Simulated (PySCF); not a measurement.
# Computed properties of C₄H₄ClF, SMILES C(/C=C\F)(Cl)=C

C4H4ClF, SMILES C(=C)(/C=C\F)Cl. Geometry: PBE0-D3(BJ)/def2-SVP. The structure was generated by enumeration; whether it is a known compound was not checked. Other conformers were not sampled. All values are computed for the isolated molecule unless a solvent is named; none is compared with measurement here.

**Structure.** The optimised structure has Cs symmetry. All 24 harmonic modes at PBE0-D3(BJ)/def2-SVP (PySCF) are real, so it is a minimum. With heavy atoms numbered as in [CH2:1]=[C:2]([Cl:3])/[CH:4]=[CH:5]\[F:6], the shortest bond between them is C5–F6 at 1.320 Å and the longest C2–Cl3 at 1.738 Å.

**Vibrations.** The strongest infrared lines (harmonic, unscaled, degenerate partners summed) lie at 1777 cm⁻¹ (137 km/mol, C 94 %), 1251 cm⁻¹ (82 km/mol, C 58 %, H 39 %), 1303 cm⁻¹ (64 km/mol, H 69 %, C 18 %, F 13 %). The softest mode is at 62 cm⁻¹ and the zero-point energy is 43.5 kcal/mol.

**Electronic structure.** M06-2X/def2-TZVP (PySCF) places the frontier levels at -8.04 and -0.38 eV, a gap of 7.66 eV, and gives a dipole moment of 2.57 D and a mean polarisability of 63.1 bohr³. PBE/def2-TZVP (PySCF) at the same geometry gives -5.83 and -2.11 eV, so its gap is 3.94 eV narrower. An orbital gap is neither the optical nor the fundamental gap.

**Excitations.** TDDFT-M06-2X/def2-SVPD (PySCF) has S1 at 5.67 eV (219 nm, f = 0.517, bright); the most intense of the 10 singlets computed lies at 5.67 eV (f = 0.52). T1 (TDA) is at 3.38 eV. TDDFT-PBE/def2-SVPD (PySCF) puts S1 at 5.05 eV. No vertical singlet excitation falls in the visible range (under 3.1 eV).

**NMR.** GIAO shifts at PBE0/pcSseg-1 (PySCF) (non-relativistic, atoms alike by connectivity averaged): ¹³C from 116.5 to 158.9 ppm against TMS; ¹H from 5.4 to 6.7 ppm against TMS; ¹⁹F at -115.4 ppm against CFCl3. Without spin–orbit terms, shifts of atoms bonded to Cl or Br come out too high.

**Solvation.** SMD-M06-2X/6-31G* (PySCF) gives -0.6 kcal/mol in water, -4.0 kcal/mol in tetrahydrofuran, -4.8 kcal/mol in acetone (1 M in both phases, gas-phase geometry); of these solvents acetone holds the molecule best.
